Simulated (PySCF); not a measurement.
phenol (C₆H₆O), singlet, at a GFN2-xTB geometry; SCAN/STO-3G (PySCF).

PySCF was given this input:
```python
from pyscf import gto, scf, dft

mol = gto.Mole()
mol.atom = '''
    O     2.259293   -0.298921   -0.287124
    C     0.922449   -0.110505   -0.112051
    C     0.057277   -1.125493   -0.508917
    C    -1.305203   -0.969555   -0.346681
    C    -1.818898    0.191280    0.209001
    C    -0.958327    1.200128    0.603423
    C     0.408383    1.053884    0.445251
    H     2.742043    0.474912    0.027424
    H     0.473875   -2.022158   -0.939484
    H    -1.971602   -1.760747   -0.656584
    H    -2.884621    0.308340    0.333696
    H    -1.349204    2.108621    1.037557
    H     1.081075    1.843962    0.754228
'''
mol.basis = 'sto-3g'
mol.charge = 0
mol.spin = 0
mol.verbose = 4
mol.build()

mf = dft.RKS(mol)
mf.xc = 'scan'
mf.grids.atom_grid = (150, 974)
mf.kernel()
```

The log (banner, timings and long lists left out):

```
PySCF version 2.14.0

[INPUT] verbose = 4
[INPUT] num. atoms = 13
[INPUT] num. electrons = 50
[INPUT] charge = 0
[INPUT] spin (= nelec alpha-beta = 2S) = 0
[INPUT] symmetry False subgroup None
[INPUT] Mole.unit = angstrom
[INPUT] Symbol           X                Y                Z      unit          X                Y                Z       unit  Magmom
[INPUT]  1 O      2.259293000000  -0.298921000000  -0.287124000000 AA    4.269445005147  -0.564878822881  -0.542585723790 Bohr   0.0
[INPUT]  2 C      0.922449000000  -0.110505000000  -0.112051000000 AA    1.743175973879  -0.208824185395  -0.211745701984 Bohr   0.0
[INPUT]  3 C      0.057277000000  -1.125493000000  -0.508917000000 AA    0.108237843237  -2.126873525115  -0.961713750135 Bohr   0.0
[INPUT]  4 C     -1.305203000000  -0.969555000000  -0.346681000000 AA   -2.466476206961  -1.832193412703  -0.655132142590 Bohr   0.0
[INPUT]  5 C     -1.818898000000   0.191280000000   0.209001000000 AA   -3.437219068519   0.361466813107   0.394954649760 Bohr   0.0
[INPUT]  6 C     -0.958327000000   1.200128000000   0.603423000000 AA   -1.810975567776   2.267913234422   1.140304207263 Bohr   0.0
[INPUT]  7 C      0.408383000000   1.053884000000   0.445251000000 AA    0.771732023928   1.991552127061   0.841402446689 Bohr   0.0
[INPUT]  8 H      2.742043000000   0.474912000000   0.027424000000 AA    5.181710291781   0.897453613269   0.051823849240 Bohr   0.0
[INPUT]  9 H      0.473875000000  -2.022158000000  -0.939484000000 AA    0.895493967278  -3.821324800598  -1.775367458411 Bohr   0.0
[INPUT] 10 H     -1.971602000000  -1.760747000000  -0.656584000000 AA   -3.725787806645  -3.327329604650  -1.240763937771 Bohr   0.0
[INPUT] 11 H     -2.884621000000   0.308340000000   0.333696000000 AA   -5.451143663169   0.582678153248   0.630594048863 Bohr   0.0
[INPUT] 12 H     -1.349204000000   2.108621000000   1.037557000000 AA   -2.549626046168   3.984716190507   1.960698568625 Bohr   0.0
[INPUT] 13 H      1.081075000000   1.843962000000   0.754228000000 AA    2.042935670114   3.484583164105   1.425284355478 Bohr   0.0

nuclear repulsion = 272.630542435549
number of shells = 27
number of NR pGTOs = 123
number of NR cGTOs = 41
basis = sto-3g
ecp = {}

******** <class 'pyscf.dft.rks.RKS'> ********
method = RKS
initial guess = minao
damping factor = 0
level_shift factor = 0
DIIS = <class 'pyscf.scf.diis.CDIIS'>
diis_start_cycle = 1
diis_space = 8
diis_damp = 0
SCF conv_tol = 1e-09
SCF conv_tol_grad = None
SCF max_cycles = 50
direct_scf = True
direct_scf_tol = 1e-13
XC library pyscf.dft.libxc version 7.1.2
    S. Lehtola, C. Steigemann, M. J. T. Oliveira, and M. A. L. Marques,  SoftwareX 7, 1–5 (2018)
XC functionals = scan
    J. Sun, A. Ruzsinszky, and J. P. Perdew,  Phys. Rev. Lett. 115, 036402 (2015)
    J. Sun, A. Ruzsinszky, and J. P. Perdew,  Phys. Rev. Lett. 115, 036402 (2015)
radial grids:
    Treutler-Ahlrichs [JCP 102, 346 (1995); DOI:10.1063/1.469408] (M4) radial grids

becke partition: Becke, JCP 88, 2547 (1988); DOI:10.1063/1.454033
pruning grids: <function nwchem_prune>
grids dens level: 3
symmetrized grids: False
atomic radii adjust function: <function treutler_atomic_radii_adjust>
User specified grid scheme (150, 974)
small_rho_cutoff = 0
Set gradient conv threshold to 3.16228e-05
Initial guess from minao.
tot grids = 1045024
init E= -304.690324542063
  HOMO = -0.245903301855099  LUMO = -0.0334117496707191  gap/eV = 5.78219
cycle= 1 E= -303.415091355876  delta_E= 1.28  |g|= 0.424  |ddm|= 5.14
  HOMO = -0.0341087746904956  LUMO = 0.088049652170363  gap/eV = 3.32410
cycle= 2 E= -303.312602187845  delta_E= 0.102  |g|= 0.744  |ddm|= 1.47
  HOMO = -0.110578684998115  LUMO = 0.0951760236399806  gap/eV = 5.59887
cycle= 3 E= -303.468403529028  delta_E= -0.156  |g|= 0.136  |ddm|= 1.07
  HOMO = -0.112724517471636  LUMO = 0.0737924427738288  gap/eV = 5.07539
cycle= 4 E= -303.474657458015  delta_E= -0.00625  |g|= 0.0508  |ddm|= 0.294
  HOMO = -0.117123461544593  LUMO = 0.072073663768737  gap/eV = 5.14832
cycle= 5 E= -303.475541685634  delta_E= -0.000884  |g|= 0.0143  |ddm|= 0.0935
  HOMO = -0.115999908734228  LUMO = 0.0734633051888955  gap/eV = 5.15556
cycle= 6 E= -303.475602686872  delta_E= -6.1e-05  |g|= 0.00626  |ddm|= 0.0272
  HOMO = -0.115966989548753  LUMO = 0.0735741993357298  gap/eV = 5.15768
cycle= 7 E= -303.475616759184  delta_E= -1.41e-05  |g|= 0.000697  |ddm|= 0.00924
  HOMO = -0.115992959770454  LUMO = 0.0735366196850543  gap/eV = 5.15736
cycle= 8 E= -303.475616900508  delta_E= -1.41e-07  |g|= 0.000311  |ddm|= 0.0013
  HOMO = -0.116028465545014  LUMO = 0.0735480485801627  gap/eV = 5.15864
cycle= 9 E= -303.475616932046  delta_E= -3.15e-08  |g|= 3.98e-05  |ddm|= 0.000469
  HOMO = -0.116024107621348  LUMO = 0.0735470464731984  gap/eV = 5.15849
cycle= 10 E= -303.475616932721  delta_E= -6.74e-10  |g|= 3.84e-06  |ddm|= 7.07e-05
  HOMO = -0.116023578546098  LUMO = 0.0735466036324063  gap/eV = 5.15847
Extra cycle  E= -303.475616932711  delta_E= 9.32e-12  |g|= 6.55e-06  |ddm|= 1.61e-05
converged SCF energy = -303.475616932711
```
